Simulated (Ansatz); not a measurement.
Problem. Name a neutral molecule of C, In, Si and H with HOMO energy (PBE/def2-TZVPP) between -6.35 and -6.05 eV and HOMO–LUMO gap (ωB97M-V/def2-TZVPP) between 9.65 and 9.95 eV (Ansatz, PBE0-D4/def2-TZVP geometry).

Solution. `[SiH3][SiH2][CH2][InH2]` (-6.30 eV, 9.66 eV). Other molecules can fit too; these were computed, each in one conformer that needn't be the lowest.
